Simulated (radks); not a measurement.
Species: Nb2+. Configuration: [Ar] 3d10 4s2 4p5 4d3 5d1 (not the ground configuration). Calculated with a radial shooting solver on a logarithmic mesh with Libxc functionals: Dirac Kohn-Sham, PBE, spin-unpolarised, spherical densities, point nucleus; open shells fill j = l - 1/2 first.

Normalised radial functions P(r) = r R(r) (large component), r in bohr:

| r | 4p1/2 |
|---|---|
| 0.00165 | 0.0019 |
| 0.002237 | 0.0030 |
| 0.003007 | 0.0047 |
| 0.004076 | 0.0075 |
| 0.00548 | 0.0120 |
| 0.007426 | 0.0197 |
| 0.009984 | 0.0317 |
| 0.01353 | 0.0513 |
| 0.01819 | 0.0806 |
| 0.02466 | 0.1247 |
| 0.03315 | 0.1825 |
| 0.04493 | 0.2527 |
| 0.0604 | 0.3153 |
| 0.08186 | 0.3384 |
| 0.1101 | 0.2720 |
| 0.1492 | 0.0735 |
| 0.2005 | -0.2198 |
| 0.2718 | -0.4833 |
| 0.3654 | -0.4962 |
| 0.4952 | -0.1374 |
| 0.6658 | 0.4422 |
| 0.9024 | 0.9223 |
| 1.213 | 0.9945 |
| 1.644 | 0.6910 |
| 2.211 | 0.3187 |
| 2.996 | 0.0881 |
| 4.028 | 0.0139 |
| 5.459 | 0.0010 |
| 7.34 | 0.0000 |
| 9.947 | 0.0000 |
| 13.37 | 0.0000 |

4p1/2: eigenvalue -61.612 eV, 2 radial nodes at r = 0.162, 0.534 bohr, <r> = 1.25 bohr, 90 % of the charge inside 1.84 bohr.
